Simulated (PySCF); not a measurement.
**Worked example: entropy of an ideal gas**

Li(Me) (CH₃Li), SMILES [CH3][Li].

Coordinates come from a B3LYP-D3(BJ)/def2-TZVPD optimisation. The isomer is the one that the SMILES or the coordinates give; other isomers of the formula were not compared.

B3LYP-D3(BJ)/def2-TZVPD in PySCF 2.14.0 gives the harmonic wavenumbers 439, 439, 633, 1088, 1445, 1445, 2964, 3024, 3024 cm⁻¹ and the rotational temperatures 7.7991, 1.1023, 1.1023 K. The molar mass is 21.97 g/mol, the symmetry number 3, the spin multiplicity 1.

Q: Work out the entropy at 298.15 K and 1 atm in the rigid-rotor, harmonic-oscillator model.

A: 
Translation (Sackur–Tetrode at 1 atm): S = R[1.5 ln M + 2.5 ln T − 1.16487] = 147.3 J/(mol K).
Rotation: q = (√π/σ) T^1.5/√(θA θB θC) = 988, S = R[ln q + 3/2] = 69.8 J/(mol K).
Vibration: with u = 1.4388 ν/T, each mode gives R[u/(e^u − 1) − ln(1 − e^−u)]:
| ν (cm⁻¹) | modes | u | S (J/(mol K)) |
|---|---|---|---|
| 439 | 2 | 2.12 | 6.94 |
| 633 | 1 | 3.05 | 1.66 |
| 1088 | 1 | 5.25 | 0.27 |
| 1445 | 2 | 6.97 | 0.12 |
The stiffer modes add less than 0.005 each. Sum 9.0 J/(mol K).
Spin: R ln 1 = 0.0 J/(mol K).
Total 226.1 J/(mol K); the program's own thermochemistry gives 226.1. Translation makes up 65 % and vibration 4 %. Anharmonicity, hindered rotation and orbital degeneracy are left out.
